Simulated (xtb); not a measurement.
octasulfur (S8), singlet, geometry from GFN2-xTB. Base run: xtb with GFN0-xTB.

Geometry (Å):
```xyz
8

S      1.7541    -1.7896     0.0733
S      1.5296    -0.0639     1.1356
S      1.9157     1.6165     0.0473
S      0.1277     2.0756    -0.9561
S     -1.3630     1.7831     0.4188
S     -2.3689     0.1105    -0.2398
S     -1.5253    -1.6395     0.4450
S     -0.0700    -2.0928    -0.9242
```
All else is at xtb's defaults.
Base energy -26.10806 Eh.

Variants of this job, named by their change:

| change | ΔE vs base (kcal/mol) | HOMO-LUMO gap (eV) |
|---|---|---|
| base | 0.000 | 2.82 |
| acc = 1000 | 0.000 | 2.82 |
| acc = 0.0001 | 0.000 | 2.82 |
| file = coord | 0.000 | 2.82 |
| etemp = 10 | 0.000 | 2.82 |
